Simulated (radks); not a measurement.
Values are calculated unless marked as measured or tabulated.
Problem. These are the eigenvalues of the occupied orbitals of an atom or ion with whole-number occupations (eV). Level of theory: scalar-relativistic Kohn-Sham, PBEsol, spin-polarised, spherical densities, point nucleus (a radial shooting solver on a logarithmic mesh with Libxc functionals).

| orbital | eigenvalue |
|---|---|
| 1s | -6174.221 |
| 2s | -951.3882 |
| 2p | -847.7403 |
| 3s | -303.6224 |
| 4s | -142.4946 |

Which element is it, and in what charge state? The configuration may be excited. Open shells, if any, are filled with parallel spins first.

Solution. Z = 24, chromium, charge +10: Cr10+ in [Ne] 3s2 4s2. The list shows which subshells hold electrons but not how many an open one holds; the 1s level, -226.9 hartree, gives Z - s = 21.3 by -(Z - s)^2/2, which with screening and relativity narrows Z to a few neighbours, and the depths of the outer levels then fix element, charge and occupations together.
